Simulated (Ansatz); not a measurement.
The same path of Cl4FHOW + H2O (11 atoms, charge 0, multiplicity 1) was run 3 times with different band settings. Lost on the way: W1–Cl2, O9–H11. Made: W1–O9, Cl2–H11.

Method: Ansatz, RKS PBE/def2-SVP.

Relaxed end points:

```xyz
11
Properties=species:S:1:pos:R:3
W 0.160 -0.303 -0.117
Cl -0.175 -0.049 2.193
F 2.035 -0.311 0.186
Cl 0.313 1.988 -0.312
Cl -2.123 -0.450 -0.429
O 0.331 -2.172 0.084
H 1.140 -2.712 0.195
Cl 0.503 -0.471 -2.413
O -2.485 2.469 1.459
H -3.073 1.768 1.117
H -1.976 1.988 2.139
```

```xyz
11
Properties=species:S:1:pos:R:3
W -0.187 0.184 -0.553
Cl -0.999 -0.851 3.294
F 1.504 0.856 -0.040
Cl -0.626 2.326 -1.411
Cl -2.226 -0.550 -1.386
O -0.022 -1.265 0.566
H -0.255 -1.431 1.545
Cl 0.866 -0.614 -2.439
O -1.007 0.979 1.085
H -1.288 1.916 1.043
H -1.112 0.193 2.400
```

Common settings: optimiser quadratic models (default); start path through a guess of the saddle point; force threshold 0.05 eV/Å; iteration limit 60; end points relaxed.

| run | movable images | climbing image | spring |
| --- | --- | --- | --- |
| 1 | 7 | yes | 5.0 eV/Å² |
| 2 | 7 | yes | 20.0 eV/Å² |
| 3 | 4 | no | 5.0 eV/Å² |

Problem. What does each run give, and how far can it be trusted?

Solution. Run 1: converged after 25 iterations, highest image 0.312 eV above the first end. The profile has 2 maxima (images 2, 5) with wells between them (image 4): this band takes more than one step, which may be the mechanism or a detour left from its start path. A vibrational analysis at the climbing image gives one clearly imaginary mode, 79i cm⁻¹: a first-order saddle point.
Run 2: converged after 33 iterations, highest image 0.313 eV above the first end. The profile has 2 maxima (images 2, 5) with wells between them (image 4): this band takes more than one step, which may be the mechanism or a detour left from its start path. Another band between the same ends (7 images) ends at a top of the same energy, where a vibrational analysis finds 1 clearly imaginary mode.
Run 3: converged after 21 iterations, highest image 0.277 eV above the first end. No image climbed, so the highest image needn't sit at the top of the path.
The orbitals stay closed-shell, which can raise the energy where a bond breaks towards radicals; this wasn't checked here.
